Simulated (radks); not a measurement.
The numbers below are computed, except where a source is named.
All-electron atom: the silver ion Ag2+ in [Kr] 4d8 5p1 (not the ground configuration). Code: a radial shooting solver on a logarithmic mesh with Libxc functionals. Model: scalar-relativistic Kohn-Sham, LDA (Slater exchange, Perdew-Wang correlation), spin-polarised, spherical densities, finite nucleus; open shells are filled with parallel spins first (spin-orbit coupling, left out, can overturn this in heavy ions); Fermi nuclear charge, rms radius 4.5454 fm.

Radial electron density D(r) = 4 pi r^2 rho(r):

```
   r/bohr * D(r) (the largest magnitude, 76, reaches the edge; | marks zero)
 0.001906 |  *
 0.002201 |   *
 0.002542 |   *
 0.002936 |     *
 0.003391 |      *
 0.003916 |        *
 0.004522 |          *
 0.005223 |            *
 0.006032 |               *
 0.006966 |                   *
 0.008045 |                      *
 0.009291 |                          *
  0.01082 |                              *
  0.01249 |                                  *
  0.01443 |                                      *
  0.01666 |                                        *
  0.01924 |                                          *
  0.02222 |                                           *
  0.02566 |                                          *
  0.02964 |                                        *
  0.03423 |                                      *
  0.03953 |                                     *
  0.04565 |                                     *
  0.05272 |                                      *
  0.06089 |                                          *
  0.07032 |                                               *
  0.08121 |                                                    *
  0.09379 |                                                      *
   0.1083 |                                                     *
   0.1251 |                                                *
   0.1445 |                                          *
   0.1668 |                                     *
   0.1927 |                                    *
   0.2225 |                                      *
    0.257 |                                          *
   0.2968 |                                           *
   0.3428 |                                       *
   0.3958 |                               *
   0.4572 |                      *
    0.528 |               *
   0.6097 |           *
   0.7042 |           *
   0.8132 |            *
   0.9392 |            *
    1.093 |          *
    1.263 |       *
    1.458 |    *
    1.684 |  *
    1.945 | *
    2.246 |*
    2.594 |*
    2.996 *
     3.46 *
    3.996 *
    4.615 *
     5.33 *
    6.155 *
    7.108 *
    8.209 *
```

D(r) has 4 maxima, at r = 0.0219, 0.0961, 0.290, 0.860 bohr, and minima at 0.0432, 0.188, 0.650 bohr, inside which lie 2.01, 11.15, 29.08 electrons.
